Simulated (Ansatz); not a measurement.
```yaml
crystal:
  periodic: [false, false, false]
  atoms:
    - {symbol: Ag, position_ang: [1.052982, -0.133521, 0.876697]}
    - {symbol: S, position_ang: [-0.109899, 2.097773, 0.454726]}
    - {symbol: Ag, position_ang: [-1.050062, 0.136837, -0.879848]}
    - {symbol: S, position_ang: [0.108824, -2.095901, -0.452532]}
    - {symbol: H, position_ang: [-0.990727, 1.979421, 1.490642]}
    - {symbol: H, position_ang: [0.988882, -1.984609, -1.489695]}
basis:
  gaussian: {orbitals: STO-3G, nuclear_model: gaussian}
hamiltonian: {xc: {name: r2SCAN0}, dispersion: d3bjatm}
scf: {omitted_lower_state_checks: [starts]}
output: {forces: true}
```

```sh
$ ansatz run in.yaml --threads 4 --pin off --events-out ev --progress --plain --max-ram 3916MiB
```

Output, abridged:

```
Functional definition: r2SCAN0
903 factors; integrals over basis functions are off by at most 5.3e-4 eV
mean field evaluation 1: about -301667.9587 eV, gradient 2.5e1 eV
mean field evaluation 2: about -301614.4680 eV, gradient 1.1e2 eV
mean field evaluation 4: about -301672.4702 eV, gradient 4.6e0 eV
mean field evaluation 8: about -301672.6276 eV, gradient 2.4e-1 eV
mean field evaluation 16: about -301672.6280 eV, gradient 5.4e-4 eV
mean field -301672.62797339 eV, -11086.2645969706 hartree, gradient 3.7e-5 eV, S^2 0.000000; 0 other end points of the search recorded, 0 dependent functions left out
reference -301672.62797914 eV, -11086.2645971820 hartree; 64, 64 occupied and 10, 10 virtual orbitals, 903 factors
Total energy: -301672.71431876 eV, -11086.2677701045 hartree
Atom 0 at     1.052982    -0.133521     0.876697 Å, force    -5.684755     0.728180    -4.740983 eV/Å
Atom 1 at    -0.109899     2.097773     0.454726 Å, force    -0.071020    -2.737684    -0.337288 eV/Å
Atom 2 at    -1.050062     0.136837    -0.879848 Å, force     5.677497    -0.732489     4.749443 eV/Å
Atom 3 at     0.108824    -2.095901    -0.452532 Å, force     0.074730     2.737190     0.330502 eV/Å
Atom 4 at    -0.990727     1.979421     1.490642 Å, force     0.246989    -0.031798    -0.299844 eV/Å
Atom 5 at     0.988882    -1.984609    -1.489695 Å, force    -0.243442     0.036601     0.298171 eV/Å
Dipole moment:    -0.000110    -0.000698    -0.000266 e Å
Checks for a lower state left out: starts
```

It took 3.6 s on 4 threads of Arm Neoverse V2 on a shared host.
